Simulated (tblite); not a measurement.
Q: What does the GFN2-xTB structure of `Cc1ccnn1CC(F)(F)F` look like in three dimensions?

A: 
Z-matrix in Å and degrees, rows numbered from 1:
```
C 
C   1  1.4843
C   2  1.3763  1  130.97
C   3  1.4032  2  105.23  1   178.73
N   4  1.3137  3  111.02  2    -0.12
N   5  1.3376  4  105.90  3     0.01
C   6  1.4293  2  128.73  1     2.84
C   7  1.5328  6  112.33  2    87.75
F   8  1.3427  7  110.46  6  -178.74
F   8  1.3413  7  112.41  6   -60.04
F   8  1.3313  7  113.15  6    61.19
H   1  1.0861  2  109.30  3    -1.05
H   1  1.0908  2  110.90  3  -120.50
H   1  1.0890  2  111.19  3   118.74
H   3  1.0704  2  127.28  1    -1.24
H   4  1.0713  3  128.66  2  -179.70
H   7  1.0942  6  108.29  2  -154.14
H   7  1.0937  6  111.16  2   -32.87
```

The 3 C–N bonds span 1.314 Å (C4–N5, aromatic) to 1.429 Å (N6–C7, drawn single), a spread of 0.115 Å. Of the pairs four or more bonds apart, F10···H14 is among the closest relative to their van der Waals radii: 2.48 Å, 93 % of the sum of Bondi's values. The C–C distances run from 1.376 Å (C2–C3, aromatic) to 1.533 Å (C7–C8, drawn single), a spread of 0.157 Å. The 5-membered ring C2–C3–C4–N5–N6 has internal angles of 105.2° to 112.1° (sum 540°, against 540° for a flat polygon); it is planar, 0.00 Å rms from its mean plane, widest ring torsion 0°.

Structure optimised with GFN2-xTB, isolated species.

Point group: C1 (no symmetry element, even within 0.4 Å). Its GFN2-xTB frequencies are all real (lowest 25 cm⁻¹). The numbers are those of one conformer (N5–N6–C7–C8 -90°).

All values are computed, not measured.
